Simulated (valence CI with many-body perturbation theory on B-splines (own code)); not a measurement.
## Level structure of Au⁴⁸⁺

Computed by configuration interaction combined with many-body perturbation theory (CI+MBPT): three valence electrons over a frozen Dirac-Fock core [Ar] 3d10, radial functions for each j: 11 s, 11 p, 9 d, 7 f, 5 g, 2 h, 1 i, with the one-electron correlation potential Σ1, the two-electron term Σ2, the three-electron term Σ3, Breit, model QED; selected CI, second order for the rest (own B-spline code, finite nucleus).

The last digits are not significant, and no measured levels were compared; by estimate large intervals hold to a few tenths of a per cent, small ones and those within an open d or f shell to about a per cent.

Levels 46 to 67 of 67, with energies above the lowest level, (4s^2 4p1/2) J=1/2. "Leading %" is the weight of the configuration and term that name the level; weights of strongly mixed levels are sums over their largest components and can fall short. In the jj column 3d3/2^4 stands for four electrons in 3d with j = 3/2. Lifetimes count E1, E2, E3, M1 and M2 decay at the calculated energies, and are blank where another channel may lead or the interval is too uncertain; long ones can be off by a factor of two.

```
No.  Configuration  Term    J  E (eV)  Leading %  Lifetime                Leading jj  Second component
 46       4s 4p 4f    4D  7/2  638.10         32   4.79 ps     4s 4p1/2 4f7/2 (96 %)  26 % 4s 4p 4f 4F
 47       4s 4p 4f    2D  5/2  639.14         25   2.71 ps     4s 4p1/2 4f5/2 (94 %)  22 % 4s 4p 4f 2F
 48       4s 4p 4f    4F  3/2  640.20         53   2.46 ps     4s 4p1/2 4f5/2 (96 %)  33 % 4s 4p 4f 2D
 49       4s 4p 4f    2G  9/2  645.38         35   5.08 ps     4s 4p1/2 4f7/2 (97 %)  34 % 4s 4p 4f 4G
 50       4s 4p 4f    2G  7/2  647.12         34   3.64 ps     4s 4p1/2 4f7/2 (93 %)  24 % 4s 4p 4f 2F
 51       4s 4p 4f    2D  5/2  648.33         33   2.59 ps     4s 4p1/2 4f7/2 (90 %)  30 % 4s 4p 4f 2F
 52            4p3   2P°  3/2  654.80         48    384 fs            4p3/2^3 (91 %)      27 % 4p3 2D°
 53         4p2 4d    2F  5/2  662.28         52   1.49 ps  4p1/2 4p3/2 4d3/2 (92 %)    34 % 4p2 4d 4F
 54         4p2 4d    4F  3/2  664.22         40   1.09 ps  4p1/2 4p3/2 4d3/2 (97 %)    25 % 4p2 4d 4D
 55         4p2 4d    4D  1/2  664.41         82   1.18 ps  4p1/2 4p3/2 4d3/2 (99 %)    15 % 4p2 4d 2P
 56         4p2 4d    2G  7/2  671.91         39   1.04 ps  4p1/2 4p3/2 4d3/2 (80 %)    25 % 4p2 4d 2F
 57         4p2 4d    2D  3/2  681.99         41    409 fs  4p1/2 4p3/2 4d3/2 (94 %)    26 % 4p2 4d 2P
 58         4p2 4d    4P  1/2  684.35         36    438 fs  4p1/2 4p3/2 4d3/2 (95 %)    31 % 4p2 4d 2P
 59         4p2 4d    2D  5/2  684.77         30    426 fs  4p1/2 4p3/2 4d3/2 (79 %)    25 % 4p2 4d 4P
 60         4p2 4d    4D  7/2  693.33         47   1.14 ps  4p1/2 4p3/2 4d5/2 (97 %)    35 % 4p2 4d 4F
 61         4p2 4d    2G  9/2  696.76         60   1.86 ps  4p1/2 4p3/2 4d5/2 (94 %)    34 % 4p2 4d 4F
 62         4p2 4d    2P  3/2  699.80         49    993 fs  4p1/2 4p3/2 4d5/2 (95 %)    27 % 4p2 4d 4P
 63         4p2 4d    2D  5/2  701.24         40   1.10 ps  4p1/2 4p3/2 4d5/2 (93 %)    28 % 4p2 4d 2F
 64         4p2 4d    2F  7/2  712.70         53    877 fs  4p1/2 4p3/2 4d5/2 (85 %)    22 % 4p2 4d 2G
 65         4p2 4d    2D  5/2  714.45         32    608 fs  4p1/2 4p3/2 4d5/2 (85 %)    30 % 4p2 4d 4P
 66         4p2 4d    2D  3/2  715.67         62    946 fs  4p1/2 4p3/2 4d5/2 (93 %)    16 % 4p2 4d 2P
 67         4p2 4d    2P  1/2  716.37         57    971 fs  4p1/2 4p3/2 4d5/2 (95 %)    34 % 4p2 4d 2S
```
